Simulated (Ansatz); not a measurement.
Computed with Ansatz on PBE0-D4/def2-TZVP structures; ΔE is electronic, products minus reactants. CCSD(T)/CBS is the MP2 limit (def2-TZVPP, def2-QZVPP) plus CCSD(T) − MP2 in def2-TZVPP, frozen cores. DFT in def2-TZVPP. HSE06 is defined as in plane-wave codes. For Ge outer-core shells are correlated without core-valence functions, which leaves a few kJ/mol of doubt a bond. Scalar relativity is left out up to krypton. One conformer a species, not always the lowest.

`Cl[SiH2][O][GeH3]` + `BC[SiH3]` → `[SiH3]C[SiH2]Cl` + `B[O][GeH3]`  (redistribution)

(1) Is it downhill or uphill in electronic energy at CCSD(T)/CBS, and by how much? (Best estimate.)

(2) What do these levels give: revPBE-D4, r2SCANh-D4, PBE0, HSE06, HF/def2-QZVPP, SCS-MP2/def2-QZVPP? (An estimate is asked.)

(3) What do rigid-rotor, harmonic-oscillator terms from PBE0-D4/def2-TZVP frequencies (298.15 K, 1 bar) make of the CCSD(T)/CBS value? (Estimate.)

Largest T1 diagnostic among the species: 0.013.

## Answers

(1) Ansatz gave: Downhill: ΔE = -14.5 kJ/mol.

(2) Ansatz gave: revPBE-D4 -22.0, r2SCANh-D4 -14.4, PBE0 -19.4, HSE06 -19.5, HF/def2-QZVPP -4.6, SCS-MP2/def2-QZVPP -12.8 kJ/mol.

(3) Computed: ΔZPE = +0.4 kJ/mol, ΔH = -14.6 kJ/mol, ΔS = -10 J/(mol·K), ΔG = -11.7 kJ/mol. Modes under 50 cm⁻¹ make the entropy rough.

From BLYP to BHLYP (50 % exact exchange), in def2-TZVPP and without D4, ΔE moves by +8.5 kJ/mol. In def2-TZVPP, CCSD(T) changes the Hartree–Fock value by −11.5 kJ/mol (the triples alone add −2.2 kJ/mol) and MP2 by −9.9 kJ/mol.
